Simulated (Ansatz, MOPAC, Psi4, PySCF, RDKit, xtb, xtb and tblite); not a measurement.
Conformational energy of SMILES FB(B(F)F)F (B₂F₄). Scanned: dihedral F1–B2–B4–F5; all other coordinates were relaxed at B3LYP-D3(BJ)/def2-SVP. Points at φ and −φ are mirror images.

Geometry of the scan point at -135° (Å):
```
6

F      1.4172     0.8621     0.9503
B      0.8390     0.0534     0.0818
F      1.6365    -0.6876    -0.6651
B     -0.8764    -0.0416    -0.0641
F     -1.4976    -1.2036    -0.1486
F     -1.6292     1.0424    -0.0895
```

Methods: GFN2-xTB, on its own relaxed geometries (the stored frames are those of B3LYP-D3(BJ)/def2-SVP) (xtb and tblite); B3LYP/def2-TZVP // B3LYP-D3(BJ)/def2-SVP (Psi4); B3LYP-D3(BJ)/def2-TZVP // B3LYP-D3(BJ)/def2-SVP (Psi4); PBE/def2-TZVP // B3LYP-D3(BJ)/def2-SVP (Psi4); PBE-D3(BJ)/def2-TZVP // B3LYP-D3(BJ)/def2-SVP (Psi4); M06-2X/def2-TZVP // B3LYP-D3(BJ)/def2-SVP (Psi4); RHF/cc-pVTZ // B3LYP-D3(BJ)/def2-SVP (Ansatz, a first-principles code); MP2/cc-pVTZ = MP2 on RHF/cc-pVTZ, frozen core // B3LYP-D3(BJ)/def2-SVP in Ansatz; CCSD/cc-pVTZ = CCSD on RHF/cc-pVTZ, frozen core // B3LYP-D3(BJ)/def2-SVP in Ansatz; CCSD(T)/cc-pVTZ = CCSD(T) on RHF/cc-pVTZ, frozen core // B3LYP-D3(BJ)/def2-SVP in Ansatz; UFF // B3LYP-D3(BJ)/def2-SVP (RDKit); AM1, restricted, heats of formation // B3LYP-D3(BJ)/def2-SVP (MOPAC); PM7, restricted, heats of formation // B3LYP-D3(BJ)/def2-SVP (MOPAC); GFN1-xTB // B3LYP-D3(BJ)/def2-SVP (xtb); RKS-B3LYP/6-31G* = PySCF 2.14.0 with restricted B3LYP/6-31G*, spherical d // B3LYP-D3(BJ)/def2-SVP; RHF/STO-3G = restricted Hartree-Fock/STO-3G // B3LYP-D3(BJ)/def2-SVP in PySCF; RHF/3-21G = PySCF 2.14.0 with restricted Hartree-Fock/3-21G // B3LYP-D3(BJ)/def2-SVP; RMP2/3-21G = restricted MP2 (frozen core)/3-21G // B3LYP-D3(BJ)/def2-SVP in PySCF.

Least-squares fit of E(φ) = a0 + Σ (a_n cos nφ + b_n sin nφ), n = 1 to 4, to the 12 scan points, in kcal/mol above the lowest point of each profile (levels whose profile four harmonics don't fit are not listed):

```csv
method,a0,a1,b1,a2,b2,a3,b3,a4,b4,rms of fit
GFN2-xTB,0.27,0.00,0.00,0.31,0.00,0.00,0.00,0.00,0.00,0.00
B3LYP/def2-TZVP,0.05,0.00,0.00,0.05,0.00,0.00,0.00,-0.01,0.00,0.00
B3LYP-D3(BJ)/def2-TZVP,0.04,0.00,0.00,0.04,0.00,0.00,0.00,-0.01,0.00,0.00
PBE/def2-TZVP,0.05,0.00,0.00,0.05,0.00,0.00,0.00,-0.01,0.00,0.00
PBE-D3(BJ)/def2-TZVP,0.04,0.00,0.00,0.04,0.00,0.00,0.00,-0.01,0.00,0.00
M06-2X/def2-TZVP,0.13,0.00,0.00,-0.15,0.00,0.00,0.00,-0.01,0.00,0.00
RHF/cc-pVTZ,0.01,0.00,0.00,0.00,0.00,0.00,0.00,-0.01,0.00,0.00
MP2/cc-pVTZ,0.11,0.00,0.00,-0.12,0.00,0.00,0.00,0.00,0.00,0.00
CCSD/cc-pVTZ,0.15,0.00,0.00,-0.17,0.00,0.00,0.00,0.00,0.00,0.00
CCSD(T)/cc-pVTZ,0.17,0.00,0.00,-0.19,0.00,0.00,0.00,0.00,0.00,0.00
UFF,4.01,0.01,0.00,-4.65,0.00,0.00,0.00,0.04,0.00,0.00
AM1,0.47,0.01,0.00,0.53,0.00,0.00,0.00,0.00,0.00,0.01
PM7,0.83,0.00,0.00,0.94,0.00,0.00,0.00,0.00,0.00,0.00
GFN1-xTB,0.24,0.00,0.00,0.28,0.00,0.00,0.00,0.00,0.00,0.00
RKS-B3LYP/6-31G*,0.08,0.00,0.00,-0.08,0.00,0.00,0.00,-0.02,0.00,0.00
RHF/STO-3G,0.36,0.00,0.00,0.41,0.00,0.00,0.00,-0.01,0.00,0.00
RHF/3-21G,0.12,0.00,0.00,0.12,0.00,0.00,0.00,-0.02,0.00,0.00
RMP2/3-21G,0.30,0.00,0.00,-0.34,0.00,0.00,0.00,-0.02,0.00,0.00
```
